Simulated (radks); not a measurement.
Lu, 71 electrons, occupied as [Kr] 4d10 4f14 5s2 5p5 5d2 6s2 (not the ground configuration). Method: scalar-relativistic Kohn-Sham, exchange-only LDA, spin-polarised, spherical densities, point nucleus; open shells are filled with parallel spins first (spin-orbit coupling, left out, can overturn this in heavy ions); computed with a radial shooting solver on a logarithmic mesh with Libxc functionals. Some entries of the table are withheld. Estimate them.

| orbital | occ. | eigenvalue (eV) | <1/r> (bohr^-1) |
|---|---|---|---|
| 1s up | 1 | -63192.35 | 82.17 |
| 1s down | 1 | -63192.26 | 82.17 |
| 2s up | 1 | -10758.88 | 19.17 |
| 2s down | 1 | -10758.78 | 19.17 |
| 2p up | 3 | -9468.609 | 17.55 |
| 2p down | 3 | -9468.497 | 17.55 |
| 3s up | 1 | -2438.558 | 7.085 |
| 3s down | 1 | -2438.517 | 7.085 |
| 3p up | 3 | -2051.436 | 6.584 |
| 3p down | 3 | -2051.387 | 6.584 |
| 3d up | 5 | -1585.898 | 6.235 |
| 3d down | 5 | -1585.830 | 6.235 |
| 4s up | 1 | -486.0187 | 3.001 |
| 4s down | 1 | -485.9206 | 3.001 |
| 4p up | 3 | -358.9714 | 2.734 |
| 4p down | 3 | -358.8551 | 2.735 |
| 4d up | 5 | -193.2776 | 2.419 |
| 4d down | 5 | -193.1022 | 2.421 |
| 5s up | 1 | -63.2226 | 1.139 |
| 5s down | 1 | -61.6019 | 1.146 |
| 5p up | 3 | -33.6168 | 0.9447 |
| 5p down | 2 | -31.6707 | 0.9518 |
| 4f up | 7 | -11.4999 | 1.826 |
| 4f down | 7 | -10.9686 | 1.843 |
| 6s up | 1 | -4.7772 | 0.3662 |
| 6s down | 1 | -3.5078 | 0.3382 |
| 5d up | 2 | -2.5819 | 0.5304 |
| 6p up | 0 | -1.0294 | (1) |
| 5d down | 0 | -0.7662 | 0.4753 |
| 6p down | 0 | -0.5232 | (2) |

Answer. 
(1) 6p up <1/r> (bohr^-1): 0.2435
(2) 6p down <1/r> (bohr^-1): 0.2036
